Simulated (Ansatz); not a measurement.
Pb(CH3)2Cl2 in a box, plane waves

Ansatz 0.2.0, DFT PBE, spin-orbit coupling, plane waves, PAW, molecule in a box. The geometry was relaxed with Gaussian bases (B3LYP; Pb def2-SVP with ECP60, C def2-SVP, H def2-SVP, Cl def2-SVP).

```yaml
crystal:
  lattice:
    - [13.99, 0.0, 0.0]
    - [0.0, 13.77, 0.0]
    - [0.0, 0.0, 12.35]
  atoms:
    - { symbol: Pb, position: [0.50010865, 0.50015832, 0.48364615] }
    - { symbol: C, position: [0.60914081, 0.60525926, 0.54743158] }
    - { symbol: H, position: [0.5942559, 0.67351924, 0.50482429] }
    - { symbol: H, position: [0.60175411, 0.61290123, 0.63545263] }
    - { symbol: H, position: [0.67855826, 0.57459041, 0.52420162] }
    - { symbol: C, position: [0.39107577, 0.39505737, 0.54743158] }
    - { symbol: H, position: [0.40596069, 0.32679739, 0.50482429] }
    - { symbol: H, position: [0.39846247, 0.38741467, 0.63545263] }
    - { symbol: H, position: [0.32165833, 0.42572549, 0.52420162] }
    - { symbol: Cl, position: [0.60013939, 0.39643791, 0.36437247] }
    - { symbol: Cl, position: [0.40007791, 0.60387872, 0.36437247] }
basis:
  ecutwfc: 420
  ecutrho_ratio: 4
kpoints:
  mp_grid: { grid: [1, 1, 1] }
hamiltonian:
  xc: pbe
scf:
  occupations: { method: gaussian, width: 0.01 }
output:
  forces: true
  eigenvalues: true
  populations: true
  write_density: true
  write_potential: true
  elf: true
  volumetric_format: npy
magnetization:
  noncollinear: true
  spin_orbit: true
```

Command:
```sh
ansatz run input.yaml --threads 2 --pin off --max-ram 5120MiB --backend cpu --events-out ev --progress --plain --runs-dir out
```
It took 29 s on 2 threads of AMD EPYC 7B13 (Zen 3), with other jobs on the host, peak memory 3.1 GiB.

Question: How does the SCF go?

Answer: 
```
SCF iter   1: F=—  HF=-14709.367901 eV  |F-HF|=—  |Δ(HF+E_count)|=         —  Δρ=2.37e-2
preconditioner: auto → Resta (q_TF=auto, 1.392 Å⁻¹)  ε∞=1.1  [insulator: Δε(μ)=3.515 eV  Ē_g=10.416 eV  σ=0.010 eV  W_gap=1.00  n_
spin=Noncollinear: Resta preconditioning applied to the charge; magnetization (m_x, m_y, m_z) channels mix plain (no charge-respon
SCF iter   2: F=—  HF=-14704.310258 eV  |F-HF|=—  |Δ(HF+E_count)|=    5.06e0  Δρ=1.14e-2
SCF iter   3: F=—  HF=-14703.629646 eV  |F-HF|=—  |Δ(HF+E_count)|=   6.81e-1  Δρ=5.66e-3
...
SCF iter   5: F=—  HF=-14703.510368 eV  |F-HF|=—  |Δ(HF+E_count)|=   9.01e-3  Δρ=2.90e-4
SCF iter   6: F=—  HF=-14703.510267 eV  |F-HF|=—  |Δ(HF+E_count)|=   1.00e-4  Δρ=1.26e-4
SCF iter   7: F=—  HF=-14703.510317 eV  |F-HF|=—  |Δ(HF+E_count)|=   4.96e-5  Δρ=2.94e-5
SCF iter   8: F=—  HF=-14703.510481 eV  |F-HF|=—  |Δ(HF+E_count)|=   1.64e-4  Δρ=5.63e-6
SCF iter   9: F=-14703.510482 eV  HF=-14703.510482 eV  |F-HF|=5.49e-9  |Δ(HF+E_count)|=   2.42e-7  Δρ=1.74e-6
```

Question: Which levels lie next to the highest filled one (eV, counted from it)?

Answer: Filled: -1.03, -1.03, -0.23, -0.23, -0.21, -0.21, -0.12, -0.12, 0.00, 0.00. Empty: 3.71, 3.71, 5.19, 5.19, 5.85, 5.85, 6.31, 6.31.

Question: What forces are left at this geometry, relaxed with Gaussian bases (eV/Å)?

Answer: 
```
Pb   0.00  0.00  0.10
C    0.00  0.01 -0.05
H    0.00 -0.12  0.08
H   -0.03 -0.05 -0.13
H   -0.14  0.03  0.05
C    0.00 -0.01 -0.05
H    0.00  0.12  0.08
H    0.03  0.05 -0.13
H    0.14 -0.03  0.05
Cl  -0.06  0.04  0.00
Cl   0.06 -0.04  0.00
```

The highest of the empty levels listed lie near the vacuum level and may be states of the box.

The forces come from the other functional as well as from the basis.
